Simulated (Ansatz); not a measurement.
Correlation energies of C₂H₅ClF₂Si, SMILES `C[SiH2]C(F)(F)Cl` by basis set

```xyz
11

C    -0.851   -0.783   -1.155
Si    0.591    0.176   -0.476
C     0.257    0.535    1.389
F     0.105   -0.603    2.099
F    -0.875    1.250    1.567
Cl    1.605    1.454    2.108
H    -0.972   -1.728   -0.622
H    -1.776   -0.211   -1.057
H    -0.698   -1.005   -2.214
H     0.755    1.501   -1.120
H     1.861   -0.587   -0.520
```

Charge 0, multiplicity 1. All single points use the PBE0-D4/def2-TZVP geometry. It is one conformer, not always the lowest. Frozen core, restricted reference, the Gaussian-basis code of Ansatz. CBS rows extrapolate triple and quadruple zeta; past MP2 they add the triple-zeta difference.

```csv
basis,HF (Eh),MP2 corr.,CCSD corr.,(T),CCSD(T) total
def2-SVP,?,?,-0.93185,-0.02238,?
def2-TZVPP,?,-1.14953,-1.19810,-0.04430,?
def2-QZVPP,-1026.13272,-1.24938,–,–,–
CBS(def2),-1026.13738,-1.32334,?,as TZ,?
```

(1) Fill in the withheld values. (An estimate is asked.)

Results:

(1) Ansatz gave: def2-SVP HF (Eh): -1025.49534; def2-SVP MP2 corr.: -0.87820; def2-SVP CCSD(T) total: -1026.44957; def2-TZVPP HF (Eh): -1026.09886; def2-TZVPP CCSD(T) total: -1027.34126; CBS(def2) CCSD corr.: -1.37190; CBS(def2) CCSD(T) total: -1027.55358.
